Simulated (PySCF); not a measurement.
This PySCF input asks for the NMR shieldings of SMILES N1[C@@](C)([SiH2]CF)CN[SiH2]1, C$_{4}$H$_{13}$FN$_{2}$Si$_{2}$; the geometry comes from GFN2-xTB.

```python
import basis_set_exchange as bse
import numpy as np
from pyscf import gto, dft
from pyscf.prop import nmr

atoms = """
C     0.270159   -1.010694   -1.386358
C    -0.077109   -0.358614   -0.045209
Si    1.366744   -0.440466    1.210375
C     2.688174    0.867050    0.723419
F     2.962146    0.825898   -0.631750
C    -1.358407   -0.988145    0.516325
N    -2.462648   -0.337109   -0.151509
Si   -2.080701    1.290450   -0.558080
N    -0.407550    1.054962   -0.218010
H    -0.590002   -0.944212   -2.050609
H     1.110267   -0.500692   -1.853193
H     0.532633   -2.057829   -1.249548
H     1.992849   -1.768113    1.211395
H     0.931228   -0.066362    2.558983
H     3.639274    0.696793    1.231759
H     2.362037    1.888079    0.936187
H    -1.373773   -2.065147    0.319543
H    -1.405102   -0.845467    1.605859
H    -3.367253   -0.632393    0.173521
H    -2.503745    1.492821   -1.946223
H    -2.543480    2.363457    0.328978
H     0.303850    1.555120   -0.726706
"""
names = dict.fromkeys(["C", "Si", "F", "N", "H"], "pcSseg-1")
basis = {el: gto.basis.parse(bse.get_basis(n, elements=[el], fmt="nwchem")) for el, n in names.items()}
mol = gto.M(atom=atoms, basis=basis, charge=0, verbose=0)
mf = dft.RKS(mol, xc="PBE0")
mf.grids.level = 2
mf.grids.alignment = dft.numint.BLKSIZE   # the property module wants whole blocks of grid points
mf.conv_tol = 1e-9
mf.kernel()

calc = nmr.RKS(mf)   # GIAO
C = mf.mo_coeff
Co = C[:, mf.mo_occ > 0]
resp = mf.gen_response(singlet=True, hermi=2)
def vind(x):   # induced exchange potential for any number of trial vectors
    d = np.einsum("pi,xij,qj->xpq", C, 2 * x.reshape(-1, C.shape[1], Co.shape[1]), Co, optimize=True)
    return np.einsum("xpq,pi,qj->xij", resp(d - d.transpose(0, 2, 1)), C, Co, optimize=True).ravel()
mo1, _ = nmr.rhf.solve_mo1(calc, with_cphf=vind)
sigma = calc.kernel(mo1)
for i, s in enumerate(sigma):   # ppm
    w = np.linalg.eigvalsh((s + s.T) / 2)
    print("%2d %-2s iso %8.1f  s11 %8.1f  s22 %8.1f  s33 %8.1f" % (i, mol.atom_pure_symbol(i), w.mean(), *w))
```

Problem. What are the results?

Solution. 
```
 0 C  iso    158.7  s11    130.6  s22    157.7  s33    187.9
 1 C  iso    137.9  s11    122.5  s22    128.4  s33    162.6
 2 Si iso    385.9  s11    336.6  s22    381.5  s33    439.5
 3 C  iso    108.4  s11     56.1  s22     84.1  s33    185.1
 4 F  iso    478.8  s11    415.2  s22    492.5  s33    528.6
 5 C  iso    130.7  s11    113.9  s22    130.0  s33    148.1
 6 N  iso    249.8  s11    193.9  s22    244.7  s33    310.6
 7 Si iso    375.5  s11    351.1  s22    357.2  s33    418.2
 8 N  iso    224.6  s11    177.4  s22    221.6  s33    274.8
 9 H  iso     29.7  s11     24.6  s22     29.7  s33     34.8
10 H  iso     30.4  s11     25.6  s22     29.9  s33     35.6
11 H  iso     30.7  s11     26.9  s22     27.0  s33     38.2
12 H  iso     27.3  s11     23.6  s22     25.3  s33     33.2
13 H  iso     28.0  s11     24.3  s22     26.6  s33     33.0
14 H  iso     26.5  s11     22.1  s22     26.1  s33     31.4
15 H  iso     26.3  s11     22.2  s22     26.1  s33     30.8
16 H  iso     28.4  s11     24.1  s22     27.6  s33     33.7
17 H  iso     28.2  s11     21.7  s22     28.4  s33     34.4
18 H  iso     31.9  s11     22.2  s22     28.3  s33     45.0
19 H  iso     26.3  s11     22.5  s22     23.7  s33     32.7
20 H  iso     26.5  s11     22.5  s22     23.6  s33     33.3
21 H  iso     31.4  s11     22.5  s22     30.3  s33     41.4
```

These numbers come from an equivalent density-fitted implementation of the same equations, which agrees with the script to about 0.01 ppm for H and up to a few tenths of a ppm for heavy atoms, so last digits may differ.

Problem. Turn these shieldings into chemical shifts. Shifts are taken against calculated references (same method and geometry level): ¹³C (186.93 ppm) and ²⁹Si (349.16 ppm) and ¹H (31.72 ppm) against TMS; ¹⁹F (170.95 ppm) vs CFCl3; ¹⁵N (267.73 ppm) against NH3.

Solution. Averaging equivalent atoms: C 3: 78.5; C 5: 56.2; C 1: 49.1; C 0: 28.2; Si 7: -26.3; Si 2: -36.7; F 4: -307.8; N 8: 43.2; N 6: 18.0; H 19: 5.41; H 15: 5.37; H 20: 5.25; H 14: 5.20; H 12: 4.37; H 13: 3.77; H 17: 3.57; H 16: 3.29; H 9/10/11: 1.45; H 21: 0.31; H 18: -0.15 ppm. Unscaled 19F shifts against computed CFCl3 carry errors that often reach 10 to 50 ppm. Experimental scales use liquid or dissolved standards, which lie at an offset from isolated NH3 (liquid NH3: subtract about 20 ppm).

Size and cost of the density-fitted run: 232 basis functions, 75 s wall time on 1 thread of an Arm Neoverse V1, shared host; peak memory 1.1 GiB.
